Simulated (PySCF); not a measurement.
Predicted microwave data (PBE0-D3(BJ)/def2-SVP geometry optimisation, gas phase in PySCF 2.14.0) for one isomer of CH6B2FN:

```
Rotational constants : A = 8779, B = 3136, C = 2565 MHz
Dipole components    : |μa| = 1.58 D, |μb| = 0.88 D, |μc| = 0.76 D
Inertial defect      : -21.74 u·Å²
κ                    : -0.82
```

Task: Which candidate fits, each taken in the one conformer that was computed?
A. `[NH2:1][BH:2][CH2:3][BH:4][F:5]` with N1–B2–C3–B4 82°, B2–C3–B4–F5 -93°
B. `[BH2:1][NH:2][B:3]([CH3:4])[F:5]` with B1–N2–B3–C4 0°

Result: A. It is NBCBF, an asymmetric top, point group C1. The candidates at the same level (rigid rotor, commonest isotopes):

| SMILES | A (MHz) | B (MHz) | C (MHz) | μa (D) | μb (D) | μc (D) | Δ (u·Å²) | point group | rotor |
| --- | --- | --- | --- | --- | --- | --- | --- | --- | --- |
| NBCBF | 8779 | 3136 | 2565 | 1.58 | 0.88 | 0.76 | -21.74 | C1 | asymmetric top |
| BNB(C)F | 7829 | 3863 | 2629 | 0.03 | 0.11 | 0.01 | -3.12 | near Cs | asymmetric top |

`BNB(C)F` has B 23 % too high. No structure here is proved a minimum.
